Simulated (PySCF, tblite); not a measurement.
Calculations on `C=C[N+](C)(C)[AlH3-]`, in the order of a workflow; each names the level of the geometry that it ran on. Settings lines and outputs come from a driver script.

Species: C₄H₁₂AlN.
Bonds: C1–C2 (double), C2–N3, N3–C4, N3–C5, N3–Al6. Hydrogens: H7, H8 on C1; H9 on C2; H10, H11, H12 on C4; H13, H14, H15 on C5; H16, H17, H18 on Al6.

Step 1: GFN2-xTB geometry optimisation, gas phase (tblite 0.8.0) (from a force-field or distance-geometry start)
```json
{"job": {"kind": "relax", "xc": "GFN2-xTB", "basis": "xTB"}, "charge": 0, "multiplicity": 1}
```
```
step      E/eV     max force
  0    -507.66769    2.405
  1    -507.83125    1.687
  2    -507.96157    0.755
...
130    -508.20226    0.013
131    -508.20230    0.016
132    -508.20235    0.014
133    -508.20238    0.012
134    -508.20241    0.008
```

Energy lowered by 12.3 kcal/mol over 134 steps; largest atomic force 0.008 eV/Å at the end. «max force» is the largest atomic force in eV/Å.

Hardware: one thread of an Arm Neoverse N1, shared host with 64 logical CPUs at a one-minute load of 60. Cost: 1.4 s wall.

Step 2: GFN2-xTB harmonic vibrations, gas phase (tblite 0.8.0) (on the GFN2-xTB geometry)
```json
{"job": {"kind": "ir", "xc": "GFN2-xTB", "basis": "xTB"}, "charge": 0, "multiplicity": 1}
```
```
(table of modes left out)
```

48 modes from 56 to 3154 cm⁻¹ (unscaled, harmonic); zero-point energy 89.6 kcal/mol; all wavenumbers are real at this level.

The run took 0.96 s of wall time on one thread of an Arm Neoverse N1 (shared host).

Step 3: TDDFT B3LYP/def2-SVPD, vertical, gas phase, core orbitals frozen in the response (PySCF 2.14.0, density-fitted response routines) (on the GFN2-xTB geometry)
```json
{"job": {"kind": "uv", "xc": "B3LYP", "basis": "def2-SVPD", "nstates": 8, "ntriplets": 3}, "charge": 0, "multiplicity": 1}
```
```
...
Static polarisability (au): isotropic 89.111, principal 82.272 84.095 100.965
Singlet excitations
state   eV       nm        f      main configurations
  1   5.8781    210.9   0.01683   H->L 0.69, H-1->L 0.23
  2   6.0553    204.8   0.04658   H-1->L 0.75, H->L 0.18
  3   6.3276    195.9   0.02865   H->L+1 0.82, H-2->L 0.10
  4   6.5986    187.9   0.02428   H-1->L+1 0.83, H-1->L+2 0.14
  5   6.6945    185.2   0.01624   H->L+2 0.89
  6   6.7712    183.1   0.19725   H-2->L 0.69
  7   6.9598    178.1   0.03013   H-1->L+2 0.84, H-1->L+1 0.14
  8   7.0302    176.4   0.03076   H-2->L+1 0.76, H->L+4 0.10
Triplet excitations (Tamm-Dancoff, eV): 4.3845 5.8834 5.9488
```

HOMO -7.03 eV, LUMO -0.48 eV; lowest singlet 5.88 eV; lowest triplet 4.38 eV (Tamm–Dancoff); mean polarisability 89.1 au.

Time: 70 s of wall time; peak memory 0.88 GiB. Hardware: an Arm Neoverse N1 with one thread, shared host.

Geometry of the electronic-property runs (GFN2-xTB):
```
atom  x, y, z in Å
C1     2.0539    0.4012    0.8017
C2     0.7410    0.3412    0.9506
N3    -0.1944   -0.2085    0.0469
C4     0.3840   -1.0079   -1.0165
C5    -1.2706   -0.9105    0.7284
Al6   -0.9620    1.5074   -0.8335
H7     2.6562    0.9022    1.5379
H8     2.5802   -0.0176   -0.0368
H9     0.2662    0.7875    1.8145
H10    0.9739   -1.8423   -0.6249
H11    1.0132   -0.3646   -1.6326
H12   -0.4209   -1.3908   -1.6425
H13   -1.7141   -0.2496    1.4728
H14   -2.0417   -1.1623    0.0003
H15   -0.9146   -1.8232    1.2162
H16   -1.5441    2.1996    0.4523
H17    0.3585    2.0779   -1.4605
H18   -1.9735    0.7668   -1.7860
```

 (This holds for the electronic-property runs.)

One conformer stands for the species.
